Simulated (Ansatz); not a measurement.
`OC(O)[SeH]`. Charge 0, multiplicity 1. The geometry is a stationary point of PBE0-D4/def2-TZVP. It is one conformer, not always the lowest.

```xyz
8

O    -0.897    0.996   -0.496
C    -0.361   -0.207   -0.105
O    -0.653   -0.312    1.233
Se    1.616   -0.329   -0.476
H    -0.642    1.157   -1.409
H    -0.760   -1.051   -0.688
H    -0.212   -1.094    1.576
H     1.910    0.839    0.364
```

Question: What is the dipole moment at ωB97M-V/def2-TZVPP? (Estimate.)

Answer: Ansatz gave: 1.51 D, with components (0.34, -1.15, -0.92) D in this frame, pointing from negative to positive charge.

Question: And with PBE, r2SCAN, B3LYP? (Estimate.)

Answer: Computed: PBE 1.31 D, r2SCAN 1.32 D, B3LYP 1.49 D.

Question: Give the Mulliken charges with ωB97M-V, B3LYP, PBE in def2-TZVPP. (Estimate.)

Answer: Ansatz gave: 
| atom | ωB97M-V | B3LYP | PBE |
| --- | --- | --- | --- |
| O1 | -0.25 | -0.27 | -0.23 |
| C2 | 0.10 | 0.15 | 0.09 |
| O3 | -0.25 | -0.27 | -0.23 |
| Se4 | -0.18 | -0.16 | -0.18 |
| H5 | 0.19 | 0.19 | 0.20 |
| H6 | 0.14 | 0.11 | 0.11 |
| H7 | 0.19 | 0.19 | 0.20 |
| H8 | 0.08 | 0.05 | 0.06 |

B3LYP here is the variant with VWN-RPA as its local correlation; programs differ in this.
